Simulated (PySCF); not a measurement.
Correlation energy of Ba (barium, neutral)

[Xe] 6s2, closed-shell 1S. Calculation: PySCF 2.14, in cc-pVDZ-X2C; the spin-free X2C one-electron Hamiltonian (Gaussian nucleus). Frozen: [Xe]; 2 electrons correlated.

Total MP2 correlation energy: -14.78 mhartree.

Same-spin part 0.00 and opposite-spin part -14.78 mhartree; SCS-MP2 scales them by 1/3 and 6/5 to -17.73 mhartree.

With two correlated electrons CCSD is exact within the correlated space (frozen core and kept virtual orbitals).

```csv
level,correlation energy (mhartree)
CCSD,-23.30
```

Diagnostics: T1 = 0.012, D1 = 0.0174, largest double amplitude 0.134.

Question: Is a single reference adequate?

Answer: Mostly. T1 lies below 0.03, but a double amplitude of this size points to a near-degeneracy that CCSD handles and MP2 describes poorly.
